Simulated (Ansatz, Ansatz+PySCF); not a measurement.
```yaml
atoms:
  - { symbol: S, position_ang: [0.0173, 0.0127, 1.2345] }
  - { symbol: C, position_ang: [0.0123, 1.2835, -0.0014] }
  - { symbol: C, position_ang: [0.0243, -1.2787, -0.0046] }
  - { symbol: C, position_ang: [-0.0442, 0.7288, -1.2533] }
  - { symbol: C, position_ang: [-0.0282, -0.7205, -1.3099] }
  - { symbol: H, position_ang: [-0.0312, 2.2681, 0.3292] }
  - { symbol: H, position_ang: [0.0128, -2.3308, 0.2840] }
  - { symbol: H, position_ang: [-0.0138, 1.3308, -2.1240] }
  - { symbol: H, position_ang: [-0.0149, -1.3732, -2.1729] }
```

Basis set: def2-SVP (spherical functions). Left uncorrelated: 9 orbitals. Charge 0, multiplicity 1.

Computed with Ansatz (development build ahead of 0.2.0); each method stands on the lowest determinant of its kind that the runs found. Restricted open shells among the atoms or ions are ROHF, correlated in semicanonical orbitals with singles. Restricted functionals stand beside restricted open-shell atoms, which can lie above the unrestricted atoms usual in DFT and then raise those values.

Task: Give the atomization energy at this shape (free ground-state atoms in the same class of orbitals less the molecule, no zero-point energy) of singlet C₄H₄S by ωB97X (restricted), ωB97X (unrestricted), r²SCAN (restricted), r²SCAN (unrestricted), PBE0 (restricted), PBE0 (unrestricted), PBE (restricted), PBE (unrestricted), RHF-MP2, UHF-MP2, UHF, RHF.

Result:

| method | atomization energy |
| --- | --- |
| ωB97X (restricted) | 966.72 kcal/mol |
| ωB97X (unrestricted) | 959.01 kcal/mol |
| r²SCAN (restricted) | 978.56 kcal/mol |
| r²SCAN (unrestricted) | 970.15 kcal/mol |
| PBE0 (restricted) | 980.52 kcal/mol |
| PBE0 (unrestricted) | 975.48 kcal/mol |
| PBE (restricted) | 1002.37 kcal/mol |
| PBE (unrestricted) | 998.53 kcal/mol |
| RHF-MP2 | 934.00 kcal/mol |
| UHF-MP2 | 917.66 kcal/mol |
| UHF | 698.10 kcal/mol |
| RHF | 708.90 kcal/mol |

Caution: the shape is not the minimum. Caution for UHF-MP2: another reference gives a lower total. Caution for UHF-MP2, UHF: the unrestricted determinant is spin contaminated.
